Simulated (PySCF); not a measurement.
## Nuclear quadrupole coupling in `C1C[C@H](C2CC2)[NH2+]1`

C6H12N (charge +1).
Geometry (GFN2-xTB, Å), atoms numbered from 1 in this order:
```
atom  x, y, z in Å
C1    -2.273    0.003   -0.230
C2    -1.348    1.036    0.421
C3    -0.243   -0.034    0.461
C4     0.949    0.191   -0.412
C5     2.231    0.671    0.215
C6     2.136   -0.730   -0.288
N7    -1.215   -1.048   -0.136
H8    -2.550    0.217   -1.261
H9    -3.166   -0.250    0.336
H10   -1.673    1.385    1.396
H11   -1.110    1.896   -0.198
H12    0.062   -0.338    1.463
H13    0.711    0.574   -1.397
H14    2.822    1.381   -0.340
H15    2.244    0.837    1.280
H16    2.092   -1.529    0.435
H17    2.669   -0.990   -1.189
H18   -1.450   -1.835    0.472
H19   -0.898   -1.427   -1.035
```

Field gradients from the PBE0/pcSseg-1 density (PySCF, non-relativistic), principal values in atomic units, ordered |Vxx| ≤ |Vyy| ≤ |Vzz|:

```csv
atom,Vxx,Vyy,Vzz
N7,0.0112,0.0955,-0.1067
```

Find the asymmetry η = (Vxx − Vyy)/Vzz and the couplings χ = eQV/h (234.96 MHz × Q in barn × V in au), with Q(14N) = 0.02044 b.

```csv
atom,environment,nucleus,η,χzz (MHz),χxx (MHz),χyy (MHz)
N7,ammonium nitrogen,14N,0.79,-0.512,0.054,0.459
```

What is Vzz at N7 in SI units (1 au = 9.71736 × 10²¹ V/m²)?

-0.1067 au = -1.037 × 10²¹ V/m².

And the gradient at the other heavy atoms, for which no coupling is worked out here?

```
atom                   environment  Vzz (au)     η
  C1  sp3 carbon bound to nitrogen     0.493  0.18
  C2     four-membered-ring carbon    -0.160  0.96
  C3  sp3 carbon bound to nitrogen     0.524  0.09
  C4    three-membered-ring carbon     0.206  0.98
  C5    three-membered-ring carbon     0.199  0.53
  C6    three-membered-ring carbon     0.193  0.31
```

What couplings would deuterons (Q(2H) = 0.00286 b) have in place of the hydrogens, at this geometry?

```
atom  bonded to  bond length (Å)  Vzz (au)     η  χzz (kHz)
  H8         C1            1.088    0.2958  0.09        199
  H9         C1            1.088    0.2963  0.09        199
 H10         C2            1.085    0.3079  0.01        207
 H11         C2            1.086    0.3064  0.01        206
 H12         C3            1.091    0.2891  0.08        194
 H13         C4            1.083    0.3164  0.12        213
 H14         C5            1.077    0.3286  0.06        221
 H15         C5            1.078    0.3291  0.07        221
 H16         C6            1.079    0.3283  0.06        221
 H17         C6            1.078    0.3283  0.06        221
 H18         N7            1.023    0.3456  0.04        232
 H19         N7            1.025    0.3387  0.04        228
```

One conformer (not necessarily the lowest) at the GFN2-xTB geometry, without solvent, vibrations or thermal averaging. GFN2-xTB bond lengths can be off by several hundredths of an ångström, more for odd bonds, and the gradients follow them. The small basis limits the accuracy of the gradients.

These values come from a run that also computed NMR shieldings. Time: 25 s wall. Hardware: Arm Neoverse V1, one thread, shared host.
